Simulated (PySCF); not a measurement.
Compound: C₅H₉OS (doublet state).
Structure used (GFN2-xTB), in Å, numbered top down from 1:
```
atom  x, y, z in Å
C1    -2.3332    0.1182   -0.7088
C2    -0.9791    0.4255   -0.6592
O3    -0.2656    0.7458   -1.6197
C4    -0.3167    0.2648    0.7234
C5     0.8593    1.1907    0.9469
S6     0.1316   -1.5060    0.6722
C7     1.3937   -1.4977   -0.6166
H8    -2.8876    0.3178   -1.6083
H9    -2.8775   -0.1754    0.1691
H10   -1.0467    0.3345    1.5294
H11    1.4472    0.8730    1.8055
H12    0.4913    2.1986    1.1286
H13    1.4894    1.2182    0.0610
H14    1.0626   -0.8265   -1.4129
H15    1.4843   -2.5133   -0.9865
H16    2.3394   -1.1591   -0.2040
```

The hyperfine couplings belong to this conformer and change with its torsions.

As a line formula: `[CH2]C(=O)[C@H](C)SC` [radical].

Computed, not measured: UKS B3LYP, pcH-1 on C H O S, non-relativistic, mean-field spin-orbit, GIAO (PySCF 2.14.0). The structure is a single GFN2-xTB conformer in the gas phase; no vibrational or solvent corrections. A GFN2-xTB geometry isn't a minimum of the functional, and hyperfine couplings can be far from their values at a DFT geometry. The SCF solution wasn't tested for stability.

The largest Mulliken spin populations are on C1 (+0.82), O3 (+0.25), C2 (-0.11) and S6 (+0.10). The positive populations add up to 1.18 and the negative ones to -0.18, together 2S = 1. The angles at C1 add up to 359.4°, so it is planar; its axial dipolar tensor and the negative couplings of its protons fit spin in a p orbital normal to that plane.

(1) McConnell's relation a(H) = Q·ρ ties the coupling of a proton on a planar π carbon to the spin population of that carbon. What Q do the computed values give?

## Answers

(1) 
```json
{"H": "H8", "C": "C1", "ρ(C)": "+0.819", "a(H) (G)": "-17.58", "a/ρ (G)": "-21.5"}
{"H": "H9", "C": "C1", "ρ(C)": "+0.819", "a(H) (G)": "-17.56", "a/ρ (G)": "-21.5"}
```

These protons share one ρ (within 0.01), so their mean ratio, Q = -21.5 G, is no test of linearity. In McConnell's picture π spin on carbon polarises the C–H bond and leaves opposite spin at the proton, which makes Q negative, as found here.

Couplings in gauss use g_iso = 2.0042.
